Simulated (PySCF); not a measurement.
# How methods differ on the excitation energy of Zn²⁺

Zn²⁺ [Ar] 3d10 (1S) → Zn²⁺ [Ar] 3d9 4s1 (3D), as a difference of total energies. All numbers are calculated (PySCF 2.14, the spin-free X2C one-electron Hamiltonian (Gaussian nucleus), in aug-cc-pVTZ-DK (8s7p5d3f2g, 93 functions)). Correlated levels: valence: [Ar] frozen. The calculations carry no spin-orbit coupling.

```csv
method,excitation energy (cm⁻¹)
UHF,64702
PBE,74933
PBE0,74109
r2SCAN,73467
revPBE,75142
B2PLYP,75372
MN15,83265
MP2 (valence),81906
SCS-MP2 (valence),80502
```

Estimate what M06 gives.

78835 cm⁻¹, closest to SCS-MP2 (valence) among the rows shown.

Estimate what LDA gives.

77819 cm⁻¹, closest to B2PLYP among the rows shown.

A first-order spin-orbit estimate (lowest level to lowest level, LS coupling) adds -0.137 eV.
